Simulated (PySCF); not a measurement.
Working out the excitation energy of Ne⁺

Ne⁺ [He] 2s2 2p5 (2P) → Ne⁺ [He] 2s1 2p6 (2S). All numbers are calculated (PySCF 2.14, the spin-free X2C one-electron Hamiltonian (Gaussian nucleus), in x2c-QZVPPall). Frozen: nothing. Energies in hartree (1 hartree = 27.21139 eV):

```tsv
part	Ne⁺ (lower)	Ne⁺ (upper)
UHF	-127.962723	-126.871418
MP2 opposite-spin	-0.186006	-0.252799
MP2 same-spin	-0.053293	-0.066784
```

Task: What does Hartree-Fock give?

Result: (-126.871418) − (-127.962723) = 1.091305 hartree = 29.696 eV.

Task: What do MP2 and SCS-MP2 (6/5 opposite-spin, 1/3 same-spin) give?

Result: The opposite-spin parts differ by -1.818 eV and the same-spin parts by -0.367 eV. MP2: 29.696 + (-1.818) + (-0.367) = 27.511 eV. SCS-MP2: 29.696 + 1.2 × (-1.818) + (-0.367)/3 = 27.392 eV.

Measured between the centres of the two terms (NIST): 26.878 eV, so MP2 (valence and next inner shell) is off by 0.633 eV.

What remains against the reference includes basis incompleteness and correlation beyond second order.
